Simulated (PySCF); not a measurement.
Atom-mapped SMILES (the numbers label the heavy atoms): `[CH3:1][CH2:2][O:3][GeH2:4][GeH3:5]`; H(Xn) means a hydrogen on atom n.

Geometry: PBE0-D3(BJ)/def2-SVP; GIAO absolute shieldings from PySCF 2.14.0 with density-fitted response routines, gas phase, non-relativistic, averaged over equivalent atoms.

At mPW1PW91/pcSseg-1 (183 basis functions, 29 s wall time on 1 thread of an Arm Neoverse V1, shared host):
| atoms | σ (ppm) |
| --- | --- |
| C2 | 117.9 |
| C1 | 163.4 |
| O3 | 305.3 |
| Ge4 | 1371.5 |
| Ge5 | 1665.7 |
| H(Ge4) | 25.99 |
| H(C2) | 27.61 |
| H(Ge5) | 27.64 |
| H(C1) | 30.18 |

What do these become at PBE0/pcSseg-1?

Answers


```tsv
atoms	σ at PBE0/pcSseg-1	change
C2	118.8	+0.9
C1	164.4	+1.0
O3	306.4	+1.1
Ge4	1378.8	+7.3
Ge5	1676.2	+10.5
H(Ge4)	25.92	-0.07
H(C2)	27.55	-0.06
H(Ge5)	27.59	-0.05
H(C1)	30.13	-0.05
```

The largest change is at Ge5 (germanium bonded to Ge, 3 H). Cost: 183 basis functions, 31 s wall time on 1 thread of an Arm Neoverse V1, shared host.

Relativistic effects, spin–orbit coupling among them, are left out; they matter for Ge and for the light atoms bonded to it.
